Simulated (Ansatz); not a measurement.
Molecule: CdS, charge 0, multiplicity 1. SMILES: [Cd]=[S]
Geometry: optimised at B3LYP-D3(BJ)/def2-TZVP (Ansatz, a first-principles code).

CCSD(T) with Ansatz in growing basis sets, 18 correlated electrons. Valence correlation only, unless marked. UHF or UKS for open shells. No spin-orbit coupling. Frozen are the shells of the preceding noble gas and the d and f shells that filled before the atom's block. In def2 rows, elements after Kr have scalar-relativistic effective core potentials. Costs are ratios of core time to the smallest set, on shared machines of one kind, and rough; they hold the program's checks for lower states.

```
basis       functions  cost over smallest  E(corr) (Eh)  electronic atomisation energy (kcal/mol)
----------  ---------  ------------------  ------------  ----------------------------------------
def2-SVP           49                  1×       -0.4235                                      12.6
def2-TZVPP         98                  5×       -0.6243                                      19.0
def2-QZVPP        158                 10×             ?                                         ?
```

What does the step to def2-QZVPP buy, and how does its cost grow by formal scaling?

Formally CCSD grows as o²v⁴ and (T) as o³v⁴; with o = 9 and v going from 80 to 140 both grow 9-fold in the last step, while integrals and the mean field grow more slowly. That step adds 52.7 mEh of correlation energy and 4.1 kcal/mol to the atomisation energy. Row: E(corr) (Eh) -0.6770, electronic atomisation energy (kcal/mol) 23.0.
